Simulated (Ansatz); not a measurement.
`FC(F)=C(F)I`: the same geometry under several functionals.

```yaml
crystal:
  periodic: [false, false, false]
  atoms:
    - {symbol: F, position_ang: [0.782221, -1.666162, 0.357413]}
    - {symbol: C, position_ang: [-0.077216, -0.685519, 0.243142]}
    - {symbol: F, position_ang: [-1.267975, -1.024623, 0.661795]}
    - {symbol: C, position_ang: [0.232842, 0.507631, -0.241373]}
    - {symbol: F, position_ang: [1.477359, 0.747930, -0.640043]}
    - {symbol: I, position_ang: [-1.105131, 2.056744, -0.427034]}
basis:
  gaussian: {orbitals: def2-TZVPP}
hamiltonian: {xc: {name: BLYP}, dispersion: d4}
output: {orbitals: {seedname: orbitals}}
```

```sh
$ ansatz run in.yaml --threads 4 --pin off --events-out ev --progress --plain
```

Output, abridged:

```
Functional definition: BLYP
1195 factors; their error is unknown
mean field evaluation 1: about -18320.6441 eV, gradient 5.2e1 eV
mean field evaluation 2: about -18309.5768 eV, gradient 8.4e1 eV
mean field evaluation 4: about -18325.6820 eV, gradient 9.0e0 eV
mean field evaluation 8: about -18325.8444 eV, gradient 5.6e-2 eV
mean field evaluation 16: about -18325.8222 eV, gradient 2.4e-4 eV
mean field -18325.82222960 eV, -673.4615452494 hartree, gradient 3.9e-5 eV, S^2 0.000000; 0 other end points of the search recorded, 0 dependent functions left out
reference -18325.82250950 eV, -673.4615555355 hartree; 32, 32 occupied and 173, 173 virtual orbitals, 1195 factors
Total energy: -18326.16526476 eV, -673.4741515590 hartree
```

Run time 0.85 s (4 threads of a server CPU on a shared host); peak host memory 0.28 GiB.

The same input with `hamiltonian: {xc: {name: PBE-QIDH}}` (abridged; 2.9 s):

```
Functional definition: PBE-QIDH
mean field evaluation 16: about -18297.4773 eV, gradient 1.2e-4 eV
mean field -18297.47730492 eV, -672.4198884802 hartree, gradient 4.7e-6 eV, S^2 0.000000
9 core orbitals not correlated: weight in the atoms' cores, before any rotation towards them, 1.000 or more for the frozen orbitals, at most 0.000 for the correlated occupied ones
second order -46.43641064 eV of doubles, -0.00000000 eV of singles
Total energy: -18312.95611759 eV, -672.9887243541 hartree
```

Changing it to `hamiltonian: {xc: {name: r2SCANh}, dispersion: d4}` (abridged; 1.9 s):

```
Functional definition: r2SCANh
mean field evaluation 16: about -18326.1962 eV, gradient 3.1e-4 eV
mean field -18326.19623007 eV, -673.4752895130 hartree, gradient 4.1e-5 eV, S^2 0.000000
Total energy: -18326.23448920 eV, -673.4766955104 hartree
```

The same input with `hamiltonian: {xc: lda}` (abridged; 0.6 s):

```
Functional definition: SPW92
mean field evaluation 16: about -18247.3020 eV, gradient 1.8e-4 eV
mean field -18247.30203593 eV, -670.5759813550 hartree, gradient 3.8e-5 eV, S^2 0.000000
Total energy: -18247.30206375 eV, -670.5759823774 hartree
```

The same input with `hamiltonian: {xc: pbe0, dispersion: d4}` (abridged; 1.3 s):

```
Functional definition: PBE0
mean field evaluation 16: about -18318.6147 eV, gradient 6.3e-4 eV
mean field -18318.61465982 eV, -673.1966719453 hartree, gradient 4.7e-5 eV, S^2 0.000000
Total energy: -18318.74430407 eV, -673.2014362838 hartree
```

Changing it to `hamiltonian: {xc: {name: B97M-V}}` (abridged; 3 s):

```
Functional definition: B97M-V
mean field evaluation 16: about -18325.0672 eV, gradient 1.7e-3 eV
mean field -18325.06723439 eV, -673.4337996872 hartree, gradient 2.2e-5 eV, S^2 0.000000
Total energy: -18325.06727786 eV, -673.4338012847 hartree
```
